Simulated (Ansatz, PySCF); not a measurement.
Gas-phase reaction (SMILES): CO[Si](F)(OC)OC [fluoro(trimethoxy)silane] + Cl (HCl) -> CO[Si](Cl)(OC)OC + F (HF); hydrogen chloride cleaves one Si-F bond, a model of a ligand-exchange step.

Structures are relaxed separately at B3LYP-D3(BJ)/def2-TZVP in Ansatz (a first-principles code), one conformer each, not searched for the lowest. Cores are frozen in the correlated levels unless marked. Spin-orbit coupling is left out. Non-relativistic. CBS marks a two-point X^-3 extrapolation of the correlation energy; Hartree-Fock from the larger set. The bracket is a focal-point correction in the basis named. Thermal terms are rigid-rotor harmonic-oscillator values from B3LYP-D3(BJ) frequencies (Ansatz or PySCF) at 298.15 K and 1 atm. 1 Eh = 627.5095 kcal/mol.

```
species           E, RI-MP2/CBS(aug-cc-pV(T+d)Z,aug-cc-pV(Q+d)Z)+[CCSD(T)-MP2]/aug-cc-pV(T+d)Z (Ansatz) (Eh)  E, PBE-D3(BJ)/def2-TZVPD (Ansatz + dftd3) (Eh)  H - E (Eh)
----------------  ------------------------------------------------------------------------------------------  ----------------------------------------------  ----------
CO[Si](F)(OC)OC                                                                                   -734.15681                                      -734.49330     0.14425
Cl (HCl)                                                                                          -460.37874                                      -460.62865     0.01000
CO[Si](Cl)(OC)OC                                                                                 -1094.12498                                     -1094.71415     0.14346
F (HF)                                                                                            -100.39388                                      -100.39533     0.01259
```

### Question
Work out ΔE and ΔH at 298.15 K at the first level, then ΔH at the second.

### Answer

1. ΔE = [(-1094.12498) + (-100.39388)] - [(-734.15681) + (-460.37874)] = 0.01669 Eh = 10.5 kcal/mol at RI-MP2/CBS(aug-cc-pV(T+d)Z,aug-cc-pV(Q+d)Z)+[CCSD(T)-MP2]/aug-cc-pV(T+d)Z.
2. The terms H - E add up to 0.00180 Eh, so ΔH = (0.01669 + (0.00180))×627.5095 = 11.6 kcal/mol.
3. At PBE-D3(BJ)/def2-TZVPD the same steps give ΔE = 7.8 and ΔH = 9.0 kcal/mol, a shift of -2.6 from the first level.
4. These values are not checked against measurement here, since the tables used lack a sound gas-phase enthalpy of formation for at least one species.
